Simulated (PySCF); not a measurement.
# Calculated NMR data

PySCF 2.14 calculation with geometry: GFN2-xTB and PBE0/pcSseg-1 with gauge-including orbitals; no relativistic terms, equivalent nuclei averaged, no solvent, one computed conformer.

Shifts are taken against calculated references (same method and geometry level): ¹H, ¹³C vs TMS. Splittings of carbon signals by F and P are missing where no couplings were computed. Where no couplings were computed, multiplicities follow the n + 1 count of equivalent neighbours, and m marks all less simple cases (inequivalent or close neighbours, rings, F or P nearby). Shifts are as computed. Against solution values, carbons near 30 ppm lie about +3 ppm off and those near 130 ppm about +5 ppm. Of 1211 compounds with measured shifts, 218 miss one by over three times the rms of a fit or turn the order of signals round; such compounds aren't used in these exercises.

**1.** `C=CP(C)C(F)(F)C(F)(F)F`, C$_{5}$H$_{6}$F$_{5}$P. ¹H NMR (400 MHz, computed): δ 7.02 (m, 1H), 6.23 (m, 1H), 5.77 (m, 1H), 1.62 (m, 3H). ¹³C{¹H} NMR (computed): δ 144.8 (CH), 131.8 (CH2), 129.6 (C), 128.2 (C), 5.7 (CH3).

**2.** SMILES C=N[C@@H]1C[C@@]12C[C@H]2C, C$_{7}$H$_{11}$N. ¹H NMR (400 MHz, computed): δ 7.87 (d, 1H), 7.08 (d, 1H), 3.06 (m, 1H), 1.51 (m, 1H), 1.42 (m, 1H), 1.42 (m, 1H), 1.11 (d, 3H), 0.90 (m, 1H), 0.45 (m, 1H). ¹³C{¹H} NMR (computed): δ 151.5 (CH2), 54.3 (CH), 27.4 (C), 22.7 (CH2), 19.6 (CH3), 18.6 (CH), 16.6 (CH2).

**3.** `InChI=1S/C6H9FO/c1-3-5(4-2)6(7)8/h3H,4H2,1-2H3/b5-3+`. ¹H NMR (400 MHz, computed): δ 7.48 (m, 1H), 2.51 (q, 2H), 2.13 (d, 3H), 1.02 (t, 3H). ¹³C{¹H} NMR (computed): δ 165.5 (C), 156.5 (CH), 137.2 (C), 23.7 (CH2), 18.9 (CH3), 16.8 (CH3).
